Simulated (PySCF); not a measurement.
**TlSe⁺ from Hartree–Fock to correlated methods**

State: ³Σ⁻ (triplet), unpaired electrons π ↑↑. Set-up: Tl cc-pVDZ-PP with ECP60, Se cc-pVDZ-PP with ECP10; scalar-relativistic core potentials (PySCF 2.14). De refers to Tl⁺ + Se in their high-spin ground configurations, without counterpoise correction. The functionals are run spin-unrestricted. A positive dipole points towards Se; it is taken about the centre of mass and depends on that origin.

| Level | Re (Å) | ωe (cm⁻¹) | De (eV) | μ (D) | CPU s a point (SCF and correlation, without the integrals) |
| --- | --- | --- | --- | --- | --- |
| UHF | 3.520 | 61.1 | n/a | -2.26 | 0.077 |
| UHF-MP2 | 3.346 | 76.4 | n/a | n/a | 0.15 |
| UHF-SCS-MP2 | 3.383 | 73.2 | n/a | n/a | n/a |
| UHF-CCSD | 3.370 | 74.5 | n/a | n/a | n/a |
| UHF-CCSD(T) | 3.351 | 76.7 | n/a | n/a | 5.5 |
| PBE | 3.266 | 86.6 | n/a | -0.47 | 0.48 |
| BP86 | 3.267 | 86.5 | n/a | -0.49 | 0.34 |
| r²SCAN | 3.252 | 87.6 | n/a | -0.67 | 0.66 |
| PBE0 | 3.267 | 85.2 | n/a | -0.83 | 0.78 |
| r²SCAN0 | 3.258 | 85.8 | n/a | -0.91 | 0.68 |
| ωB97X | 3.304 | 82.9 | n/a | -1.24 | 0.7 |
| B2PLYP | 3.318 | 80.5 | n/a | -1.21 | 0.43 |

**Question.** What does a quarter of exact exchange do here, going from PBE to PBE0?

**Answer.** PBE0 less PBE: +0.1 pm in Re, -1.6 % in ωe. Exact exchange removes part of the self-interaction that spreads semilocal densities, and in most molecules shortens and stiffens the bond and lowers De; so it does here.

**Question.** What does the step from GGA to meta-GGA do here, going from PBE to r²SCAN?

**Answer.** r²SCAN less PBE: -1.4 pm in Re, +1.2 % in ωe. 

**Question.** What does a quarter of exact exchange do here, going from r²SCAN to r²SCAN0?

**Answer.** r²SCAN0 less r²SCAN: +0.6 pm in Re, -2.1 % in ωe. Exact exchange removes part of the self-interaction that spreads semilocal densities, and in most molecules shortens and stiffens the bond and lowers De; here Re and ωe go the other way.

Correlated steps freeze 8 core orbitals. Spin–orbit coupling is left out, which matters for elements this heavy, above all for dissociation energies. B2PLYP dipoles, levels and charges come from its SCF part alone. The state is the lowest determinant that a PBE0 search found; another state may lie lower at other levels.

The whole job (state search and all levels along the bond) took about 2.2 min on 1 thread of Arm Neoverse V2 (shared host), peak memory 0.55 GiB.
